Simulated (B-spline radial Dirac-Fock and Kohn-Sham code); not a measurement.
The Pm atom: differential elastic cross section for electrons at 430 eV

Level of theory: relativistic (Dirac) partial waves in the static field of the Dirac-Fock atom with Furness-McCarthy exchange, without polarisation or absorption potentials; a radial B-spline solver.

The run's input, task.json:

```json
{"items": [{
  "Z": 61,
  "q": 0,
  "cfg": [[1, 0, 2], [2, 0, 2], [2, 1, 6], [3, 0, 2], [3, 1, 6], [3, 2, 10], [4, 0, 2], [4, 1, 6], [4, 2, 10], [4, 3, 5], [5, 0, 2], [5, 1, 6], [6, 0, 2]],
  "A": 145,
  "rrms": 4.962,
  "do": "elastic",
  "energies": [[430.0, 0]],
  "theta": [0, 0.5, 1, 2, 4, 8, 12, 16, 24, 32, 45, 60, 75, 90, 105, 120, 135, 150, 165, 180]
}]}
```

Run with: `python xray2_run.py task.json out`

| θ (°) | dσ/dΩ (Å²/sr) | Sherman function |
| --- | --- | --- |
| 0 | 86.6 | 0.000 |
| 0.5 | 85.8 | 0.000 |
| 1 | 83.6 | 0.000 |
| 2 | 75.2 | 0.000 |
| 4 | 51.0 | 0.000 |
| 8 | 16.5 | -0.001 |
| 12 | 5.83 | -0.001 |
| 16 | 2.49 | 0.000 |
| 24 | 0.750 | 0.011 |
| 32 | 0.447 | 0.017 |
| 45 | 0.147 | -0.015 |
| 60 | 0.0576 | -0.056 |
| 75 | 0.134 | 0.051 |
| 90 | 0.0421 | 0.153 |
| 105 | 0.0248 | -0.194 |
| 120 | 0.170 | -0.057 |
| 135 | 0.120 | -0.043 |
| 150 | 0.0141 | -0.114 |
| 165 | 0.248 | -0.005 |
| 180 | 0.469 | 0.000 |

The total elastic cross section is 5.36 Å², the first transport cross section 1.34 Å² and the second, weighted with (3/2) sin²θ, 1.37 Å². The mean deflection is ⟨1 − cos θ⟩ = 0.250, and 11 % of the collisions scatter beyond 90°.

On this grid of angles the cross section has minima near 60°, 105°, 150°, from interference among the few low partial waves with large phase shifts.

Values without a named source are computed, but for edge energies of neutral atoms, which are taken from tables.
